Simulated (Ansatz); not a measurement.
# Cost against result

Saddle point of Hf$_{2}$NH$_{3}$Cl$_{6}$O, closed shell (Hf₂NH₃Cl₆O ([Cl][Hf]1([Cl])([Cl])[NH2][Hf]([Cl])([Cl])([Cl])[OH]1) → Hf₂NH₃Cl₆O ([Cl][Hf]1([Cl])([Cl])[NH2][Hf]([Cl])([Cl])([Cl])[OH]1); bonds formed: Hf1–Cl10, Cl4–Hf6; bonds broken: Hf1–Cl4, Hf6–Cl10), PBE0-D4/def2-TZVP structure:

Hf1  (0.899, 1.088, -0.595)
O2  (0.776, -1.077, -0.492)
Cl3  (0.285, 2.978, -1.848)
Cl4  (-0.715, 1.829, 1.356)
Cl5  (3.036, 0.818, -1.550)
Hf6  (-0.608, -0.800, 1.156)
N7  (-1.119, 0.139, -0.813)
Cl8  (-2.861, -0.960, 1.803)
Cl9  (0.043, -2.928, 1.929)
Cl10  (1.766, 0.233, 1.770)
H11  (1.594, -1.551, -0.299)
H12  (-1.175, -0.525, -1.578)
H13  (-1.922, 0.756, -0.839)
(Å)

Barriers are electronic and count from the start structure reached by relaxing down the imaginary mode.

Program: Ansatz 0.2.0. Basis: as named in each row. Cores are frozen in the correlated methods. Core potentials replace the inner electrons of the atoms past krypton. B3LYP uses VWN-RPA correlation. Extrapolation: Hartree–Fock as exp(−7.88 √X), correlation as X^−2.97.

Times are rough, for one single point on 11 threads of a shared host (AMD EPYC 7R13), with one NVIDIA H100 (or a share of it) where marked.

The estimate by CCSD(T) at an estimated basis limit (MP2 extrapolated from triple and quadruple zeta, plus CCSD(T) − MP2 in triple zeta) is 170.7 kJ/mol.

```json
{"method": "SPW92", "basis": "def2-SVP", "time (s)": "2", "barrier (kJ/mol)": "137.6", "method less estimate": "-33.1"}
{"method": "PBE-D4", "basis": "def2-SVP", "time (s)": "2", "barrier (kJ/mol)": "164.9", "method less estimate": "-5.8"}
{"method": "PBE0-D4", "basis": "def2-SVP", "time (s)": "3", "barrier (kJ/mol)": "173.7", "method less estimate": "3.0"}
{"method": "SPW92", "basis": "def2-TZVPP", "time (s)": "5 (H100)", "barrier (kJ/mol)": "134.3", "method less estimate": "-36.4"}
{"method": "B2PLYP", "basis": "def2-TZVPP", "time (s)": "5 (H100)", "barrier (kJ/mol)": "185.8", "method less estimate": "15.1"}
{"method": "PBE-QIDH", "basis": "def2-TZVPP", "time (s)": "6 (H100)", "barrier (kJ/mol)": "164.6", "method less estimate": "-6.1"}
{"method": "MP2", "basis": "def2-QZVPP", "time (s)": "6 (H100)", "barrier (kJ/mol)": "156.7", "method less estimate": "-14.0"}
{"method": "BHLYP-D4", "basis": "def2-TZVPP", "time (s)": "7 (H100)", "barrier (kJ/mol)": "196.3", "method less estimate": "25.6"}
{"method": "CAM-B3LYP-D4", "basis": "def2-TZVPP", "time (s)": "7 (H100)", "barrier (kJ/mol)": "192.4", "method less estimate": "21.7"}
{"method": "wB97M-V", "basis": "def2-TZVPP", "time (s)": "7 (H100)", "barrier (kJ/mol)": "165.8", "method less estimate": "-4.9"}
{"method": "PBE-D4", "basis": "def2-TZVPP", "time (s)": "8 (H100)", "barrier (kJ/mol)": "162.0", "method less estimate": "-8.7"}
{"method": "CCSD(T)", "basis": "def2-SVP", "time (s)": "8 (H100)", "barrier (kJ/mol)": "192.0", "method less estimate": "21.3"}
{"method": "RPA on PBE", "basis": "def2-TZVPP", "time (s)": "8 (H100)", "barrier (kJ/mol)": "159.1", "method less estimate": "-11.6"}
{"method": "r2SCAN-D4", "basis": "def2-TZVPP", "time (s)": "8 (H100)", "barrier (kJ/mol)": "169.1", "method less estimate": "-1.6"}
{"method": "BLYP-D4", "basis": "def2-TZVPP", "time (s)": "9 (H100)", "barrier (kJ/mol)": "185.5", "method less estimate": "14.8"}
{"method": "B3LYP-D4", "basis": "def2-TZVPP", "time (s)": "9 (H100)", "barrier (kJ/mol)": "190.2", "method less estimate": "19.5"}
{"method": "wB97X-V", "basis": "def2-TZVPP", "time (s)": "9 (H100)", "barrier (kJ/mol)": "175.8", "method less estimate": "5.1"}
{"method": "PBE0-D4", "basis": "def2-TZVPP", "time (s)": "10 (H100)", "barrier (kJ/mol)": "169.5", "method less estimate": "-1.2"}
{"method": "r2SCAN0-D4", "basis": "def2-TZVPP", "time (s)": "10 (H100)", "barrier (kJ/mol)": "174.7", "method less estimate": "4.0"}
{"method": "wB97M-V", "basis": "def2-SVP", "time (s)": "11", "barrier (kJ/mol)": "169.5", "method less estimate": "-1.2"}
{"method": "B97M-V", "basis": "def2-TZVPP", "time (s)": "13 (H100)", "barrier (kJ/mol)": "172.2", "method less estimate": "1.5"}
{"method": "CCSD(T)", "basis": "def2-TZVPP", "time (s)": "35 (H100)", "barrier (kJ/mol)": "165.8", "method less estimate": "-4.9"}
```

All methods are single points on the PBE0-D4 structures.

T1 diagnostic: at most 0.016.

Labels in which every atom is bracketed show which atoms are joined, not bond orders.
